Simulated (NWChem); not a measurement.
AlH₂ cation; SMILES [AlH2+]

```xyz
3

Al     0.0000     0.0000     0.0000
H      0.0000     0.0000    -1.5536
H      0.0000     0.0000     1.5536
```
Atoms are numbered in this order, from 1.

All runs use the structure optimised with PBE0-D3(BJ)/def2-TZVP.

Split the isotropic spin-spin couplings (Hz) from B3LYP/IGLO-III (NWChem) into Fermi-contact, spin-dipolar, paramagnetic and diamagnetic spin-orbit terms, for the pairs 1–3, 2–3.


```
pair               FC    SD    PSO    DSO   total
-------------  ------  ----  -----  -----  ------
27Al(1)–1H(3)  602.87  1.36  -0.82  -0.15  603.26
1H(2)–1H(3)    165.59  0.12   3.93  -4.14  165.51
```
